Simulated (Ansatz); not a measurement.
C5H13In, SMILES `C[CH2][InH][CH](C)C`. The species carries charge 0 and has multiplicity 1. In takes the def2 core potential. All single points use the PBE0-D4/def2-TZVP geometry. It is one conformer, not always the lowest.

```xyz
19

C    -0.960   -2.224   -1.215
C    -1.324   -0.902   -1.876
In   -0.825    0.913   -0.789
C     0.300    0.969    1.088
C     0.988   -0.344    1.434
C     1.282    2.134    1.100
H     0.114   -2.308   -1.034
H    -1.251   -3.082   -1.832
H    -1.454   -2.347   -0.247
H    -2.399   -0.851   -2.081
H    -0.840   -0.811   -2.854
H    -1.349    2.441   -1.451
H    -0.469    1.167    1.847
H     0.286   -1.179    1.500
H     1.743   -0.615    0.689
H     1.508   -0.274    2.398
H     0.795    3.091    0.898
H     2.072    2.006    0.352
H     1.783    2.217    2.073
```

(1) What is the dipole moment at B3LYP/def2-TZVPP? (An estimate is asked.)

(2) And with PBE, r2SCAN, ωB97M-V? (Best estimate.)

(3) Give the Mulliken charges with B3LYP, ωB97M-V, r2SCAN in def2-TZVPP. (Estimate.)

Answers

(1) Computed: 0.74 D, with components (0.07, -0.67, 0.30) D in this frame, pointing from negative to positive charge.

(2) Computed: PBE 0.78 D, r2SCAN 0.75 D, ωB97M-V 0.66 D.

(3) Computed: 
| atom | B3LYP | ωB97M-V | r2SCAN |
| --- | --- | --- | --- |
| C1 | -0.25 | -0.33 | -0.13 |
| C2 | -0.40 | -0.44 | -0.32 |
| In3 | 0.63 | 0.54 | 0.56 |
| C4 | -0.22 | -0.30 | -0.15 |
| C5 | -0.27 | -0.34 | -0.17 |
| C6 | -0.28 | -0.34 | -0.16 |
| H7 | 0.08 | 0.10 | 0.04 |
| H8 | 0.08 | 0.11 | 0.04 |
| H9 | 0.07 | 0.10 | 0.04 |
| H10 | 0.09 | 0.12 | 0.06 |
| H11 | 0.08 | 0.12 | 0.06 |
| H12 | -0.16 | -0.11 | -0.16 |
| H13 | 0.06 | 0.11 | 0.03 |
| H14 | 0.09 | 0.11 | 0.05 |
| H15 | 0.08 | 0.11 | 0.04 |
| H16 | 0.07 | 0.11 | 0.04 |
| H17 | 0.10 | 0.12 | 0.06 |
| H18 | 0.07 | 0.10 | 0.04 |
| H19 | 0.07 | 0.10 | 0.03 |

B3LYP here is the variant with VWN-RPA as its local correlation; programs differ in this.
